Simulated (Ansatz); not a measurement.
Abridged output of a molecular run in Ansatz:

```
Functional definition: HF
1539 factors; integrals over basis functions are off by at most 1.3e-3 eV
mean field evaluation 1: about -70643.4046 eV, gradient 4.0e1 eV
mean field evaluation 2: about -70643.4553 eV, gradient 4.0e1 eV
mean field evaluation 4: about -70648.0589 eV, gradient 3.1e0 eV
mean field evaluation 8: about -70648.1054 eV, gradient 1.7e-1 eV
mean field evaluation 16: about -70648.0517 eV, gradient 5.2e-1 eV
mean field -70648.10552863 eV, -2596.2699911714 hartree, gradient 4.5e-6 eV, S^2 0.000000; 0 other end points of the search recorded, 0 dependent functions left out
17 core orbitals not correlated: weight in the atoms' cores, before any rotation towards them, 1.000 or more for the frozen orbitals, at most 0.000 for the correlated occupied ones
reference -70648.10552863 eV, -2596.2699911714 hartree; 21, 21 occupied and 114, 114 virtual orbitals, 1539 factors
second order -20.81374833 eV of doubles, -0.00000000 eV of singles
cycle   1  -22.07997060 eV  change    -1.3e0 eV  update   9.7e-2
cycle   2  -22.73737881 eV  change   -6.6e-1 eV  update   3.0e-2
cycle   3  -22.79652837 eV  change   -5.9e-2 eV  update   1.0e-2
cycle   4  -22.79887530 eV  change   -2.3e-3 eV  update   2.9e-3
cycle   5  -22.79815342 eV  change    7.2e-4 eV  update   8.8e-4
cycle   6  -22.79764006 eV  change    5.1e-4 eV  update   3.1e-4
cycle   7  -22.79766321 eV  change   -2.3e-5 eV  update   1.1e-4
cycle   8  -22.79768571 eV  change   -2.3e-5 eV  update   3.5e-5
perturbative correction -0.61827362 eV, -0.0227211363 hartree
Total energy: -70671.52148796 eV, -2597.1305118048 hartree
```

Its atoms:

```xyz
17

C     2.030   -0.495    0.357
Al    0.169   -0.456   -0.296
C    -1.126   -1.731    0.474
C    -0.183    0.271   -2.096
As   -0.639    1.733    1.120
H     2.568   -1.335   -0.099
H     2.099   -0.633    1.441
H     2.591    0.409    0.100
H    -0.980   -2.724    0.032
H    -2.166   -1.453    0.278
H    -1.012   -1.853    1.556
H    -1.237    0.518   -2.257
H     0.083   -0.472   -2.857
H     0.407    1.167   -2.316
H     0.325    2.472    2.017
H    -1.175    2.956    0.414
H    -1.756    1.628    2.133
```

Which basis set was used?
A. cc-pV(Q+d)Z
B. def2-SVPD
C. def2-SVP
D. def2-TZVPP

C. It gives 152 functions.

Write the keys of the input that set method, charge and spin (a neutral closed shell needs none for the last two).


```yaml
correlation: {method: ccsd_t}
```
